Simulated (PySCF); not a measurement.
Relaxation of singlet BiH₅

Computed with PBE0/[Bi def2-TZVP with ECP60, H def2-TZVP], scalar-relativistic core potentials, density fitting, no spin–orbit coupling, PySCF. A (50,194) grid was used.

A hand-made trigonal bipyramidal start, of D3h symmetry, held to at least that symmetry:

Coordinates in bohr (charge 0 multiplicity 1):
```
Bi    0.0000    0.0000    0.0000
H     0.0000    0.0000    3.4582
H     0.0000    0.0000   -3.4582
H     3.4582    0.0000    0.0000
H    -1.7291    2.9949    0.0000
H    -1.7291   -2.9949    0.0000
```

Optimiser trace:
```
step  E − E(last) (kJ/mol)  largest gradient (Eh/bohr)
   0                  2.82                     0.00733
   1                  0.88                     0.00391
   2                  0.02                     0.00070
   3                  0.00                     0.00035
   4                  0.00                     0.00002
```

It ends at D3h with Bi–H 1.788 Å (×3), Bi–H 1.858 Å (×2); H–Bi–H 90.0° (×6), H–Bi–H 120.0° (×3), H–Bi–H 180.0°. A frequency run shows a minimum. Other isomers or separated fragments may lie lower.

Final geometry:
```xyz
6
charge 0 multiplicity 1, angstrom
Bi    0.0000    0.0000    0.0000
H     0.0000    0.0000    1.8583
H     0.0000    0.0000   -1.8583
H     1.7884    0.0000    0.0000
H    -0.8942    1.5488    0.0000
H    -0.8942   -1.5488    0.0000
```

With an element this heavy the missing spin–orbit coupling can shift these numbers.
